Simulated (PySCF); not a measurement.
Electric field gradients and quadrupole coupling constants

WNCl3 (singlet state).
Z-matrix (Å and degrees, PBE0-D3(BJ)/def2-SVP geometry), rows numbered from 1:
```
W 
N   1  1.6519
Cl  1  2.2631  2  104.37
Cl  1  2.2620  2  104.36  3  -120.06
Cl  1  2.2624  2  104.32  3   120.23
```

Field gradients from the PBE0/pcSseg-1 (def2-TZVP on W) density (PySCF, non-relativistic but for the core potentials past Kr), principal values in atomic units, ordered |Vxx| ≤ |Vyy| ≤ |Vzz|:

| atom | Vxx | Vyy | Vzz |
| --- | --- | --- | --- |
| N2 | 0.3503 | 0.3522 | -0.7025 |
| Cl3 | 0.0274 | 1.3849 | -1.4123 |
| Cl4 | 0.0275 | 1.3861 | -1.4136 |
| Cl5 | 0.0276 | 1.3865 | -1.4141 |

**Question.** Find the asymmetry η = (Vxx − Vyy)/Vzz and the couplings χ = eQV/h (234.96 MHz × Q in barn × V in au), with Q(14N) = 0.02044 b, Q(35Cl) = −0.0817 b.

**Answer.** 
```csv
atom,environment,nucleus,η,χzz (MHz),χxx (MHz),χyy (MHz)
N2,nitrogen bonded to W,14N,0.00,-3.374,1.682,1.692
Cl3,chlorine bonded to W,35Cl,0.96,27.11,-0.53,-26.59
Cl4,chlorine bonded to W,35Cl,0.96,27.14,-0.53,-26.61
Cl5,chlorine bonded to W,35Cl,0.96,27.15,-0.53,-26.62
```

The gradient is axial or nearly so (η below 0.05) at N2. At Cl3, Cl4 and Cl5 η is above 0.9: Vyy and Vzz are nearly equal in size and opposite in sign, so a small change could swap them and flip the sign of χzz. The tensor is traceless: Vxx + Vyy + Vzz = 0.

**Question.** What is Vzz at Cl5 in SI units (1 au = 9.71736 × 10²¹ V/m²)?

**Answer.** -1.4141 au = -13.741 × 10²¹ V/m².

Isolated species at its PBE0-D3(BJ)/def2-SVP geometry, gas phase. Atoms past krypton carry effective core potentials; spin–orbit coupling is left out. A larger basis could move these couplings by a tenth or more.

The run behind these numbers computed NMR shieldings as well. Hardware: one thread of an Arm Neoverse N1, shared host. Cost: 16 s wall.
